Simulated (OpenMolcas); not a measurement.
**Pt3+ in a point-charge field**

Pt3+ among 6 point charges of -1 e arranged as an octahedron (Oh), 1.72 Å from the ion.
```
   1.7200    0.0000    0.0000  -1.00
   0.0000    1.7200    0.0000  -1.00
  -1.7200    0.0000    0.0000  -1.00
   0.0000   -1.7200    0.0000  -1.00
   0.0000    0.0000    1.7200  -1.00
   0.0000    0.0000   -1.7200  -1.00
```

```
Program             : OpenMolcas
Method              : CASSCF
Basis               : ANO-RCC-VTZP [8s7p5d3f1g]
Scalar Hamiltonian  : DKH2, point nucleus
Active space        : 7 electrons in 5 orbitals (5d)
State averaging     : 2S+1 = 4 even, 10 roots; 2S+1 = 2 even, 40 roots
Spin-orbit coupling : RASSI with atomic mean-field integrals over the reference wave functions
```

The lowest spin-free states (labels of O, the rotations of Oh), above the lowest:

| State | Degeneracy | E (cm-1) | Free-ion L (%) |
| --- | --- | --- | --- |
| 4T1 | 3 | 0.0 | F (96) |
| 2E | 2 | 7700 | G (48) |
| 4T2 | 3 | 9267 | F (100) |
| 2T1 | 3 | 15825 | G (56) |
| 2T2 | 3 | 16550 | G (69) |
| 4A2 | 1 | 19983 | F (100) |
| 2T1 | 3 | 20935 | P (65) |
| 4T1 | 3 | 21448 | P (96) |
| 2A1 | 1 | 23623 | G (100) |
| 2T2 | 3 | 25977 | H (65) |
| 2T1 | 3 | 27152 | H (68) |
| 2E | 2 | 28861 | H (55) |
| 2T2 | 3 | 32275 | D (72) |
| 2T1 | 3 | 33886 | H (56) |
| 2E | 2 | 35714 | G (50) |
| 2T2 | 3 | 38212 | F (90) |
| 2A2 | 1 | 41211 | F (100) |
| 2T1 | 3 | 42548 | F (71) |
| 2E | 2 | 60057 | D (99) |
| 2T2 | 3 | 61854 | D (88) |

The lowest levels with spin-orbit coupling:

| E (cm-1) | Degeneracy | Label | 2S+1 | g |
| --- | --- | --- | --- | --- |
| 0.0 | 2 | Γ6 | 4 | 4.85 4.85 4.85 |
| 999.4 | 4 | Γ8 | 4 (82 %) |  |
| 3649 | 4 | Γ8 | 4 (76 %) |  |
| 10040 | 2 | Γ7 | 4 | 0.22 0.22 0.22 |
| 12488 | 4 | Γ8 | 4 (63 %) |  |
| 14497 | 4 | Γ8 | 4 (54 %) |  |
| 15798 | 2 | Γ6 | 4 | 2.86 2.86 2.86 |
| 16939 | 2 | Γ7 | 4 (71 %) | 0.85 0.85 0.85 |
| 18421 | 4 | Γ8 | 4 (61 %) |  |
| 19886 | 4 | Γ8 | 2 (54 %) |  |
| 21762 | 4 | Γ8 | 2 (83 %) |  |
| 23882 | 2 | Γ7 | 4 (79 %) | 1.65 1.65 1.65 |
| 25147 | 2 | Γ6 | 2 | 0.83 0.83 0.83 |
| 25847 | 4 | Γ8 | 4 (77 %) |  |
| 27157 | 2 | Γ6 | 2 (76 %) | 0.75 0.75 0.75 |
| 27978 | 4 | Γ8 | 4 (80 %) |  |
| 28849 | 4 | Γ8 | 2 (69 %) |  |
| 29325 | 2 | Γ7 | 2 (69 %) | 0.36 0.36 0.36 |
| 30107 | 2 | Γ6 | 2 (64 %) | 2.20 2.20 2.20 |
| 32829 | 4 | Γ8 | 2 (82 %) |  |

Powder χT (cm3 K/mol): 2.21 at 2 K, 2.24 at 10 K, 2.38 at 50 K, 2.55 at 100 K, 2.89 at 200 K, 3.21 at 300 K. The effective moment at 300 K is 2.828 √(χT) = 5.07 μB.

The lowest level has 2S+1 = 4, for which the spin-only value is χT = S(S+1) / 2 = 1.875 cm3 K/mol (g = 2). The computed 3.210 at 300 K differs by +1.335, through orbital momentum, spin-orbit coupling and any other state in reach. With a threefold ground state the orbital momentum is unquenched, so the spin-only value is not expected to hold.

A least-squares ligand-field fit to the states below 45000 cm-1, each weighted by its degeneracy and with a free common offset, gives 10Dq = 10265 cm-1, B = 887 cm-1 and C = 3693 cm-1 (C/B = 4.16), with an rms deviation of 178 cm-1.

An orbital triplet at a regular site is open to Jahn-Teller coupling, which can distort the site and quench the lowest spin-orbit gaps and is left out. Without dynamic correlation the repulsion within the d shell is too large (B by tens of per cent), so at a given field states of lower spin stand too high. This shell can be high or low spin here, a state of another spin lies low, and with metal d orbitals alone active their balance is uncertain, so the ground spin may be wrong. Point charges give a weaker field than real ligands, and real ions of this kind are as a rule low spin; the high spin found here belongs to the model. This field is weak: 10Dq is about 10265 cm-1, while octahedral complexes of 5d ions of charge 3 and more, computed by the same method with explicit ligands, had a median near 35000 cm-1. Ground spin and moment need not be those of a real site. Point charges carry no covalency, so the field is a model and not that of real ligands. No measured value stands beside these numbers.
